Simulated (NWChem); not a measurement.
# C$_{3}$H$_{4}$BFO; SMILES FB1C=COC1

```xyz
10

F     -0.0399     2.1545     0.0000
B      0.0508     0.8277     0.0000
C      1.2639    -0.0847     0.0000
C      0.7287    -1.3364     0.0000
O     -0.5946    -1.4704     0.0000
C     -1.1899    -0.1638     0.0000
H      2.3391     0.0888     0.0000
H      1.2543    -2.2978     0.0000
H     -1.8397    -0.0840    -0.8872
H     -1.8397    -0.0840     0.8872
```
Atoms are numbered in this order, from 1.

Level: PBE0/def2-SVP (NWChem), optimised geometry, unscaled harmonic frequencies. 

| frequency (cm⁻¹) | IR intensity (km/mol) |
|---|---|
| 190 | 2.9 |
| 336 | 5.5 |
| 360 | 4.2 |
| 512 | 19.8 |
| 548 | 3.1 |
| 794 | 10.9 |
| 807 | 9.3 |
| 817 | 0.9 |
| 832 | 47.2 |
| 984 | 36.6 |
| 1007 | 0.4 |
| 1047 | 17.0 |
| 1091 | 18.2 |
| 1196 | 5.3 |
| 1270 | 121.0 |
| 1290 | 28.1 |
| 1350 | 43.1 |
| 1417 | 38.9 |
| 1485 | 420.4 |
| 1617 | 175.7 |
| 3083 | 3.3 |
| 3140 | 2.6 |
| 3210 | 9.3 |
| 3270 | 0.1 |

```
Property                                                                           Result
-----------------------------------------------------------------------  ----------------
zero-point energy                                                           45.2 kcal/mol
thermal correction to the enthalpy at 298.15 K (with zero-point energy)     49.0 kcal/mol
heat capacity Cv                                                         18.1 cal/(mol K)
entropy at 298.15 K and 1 atm (symmetry number 1)                        72.4 cal/(mol K)
dipole moment                                                                      1.16 D
```

Rigid rotor and harmonic oscillator.
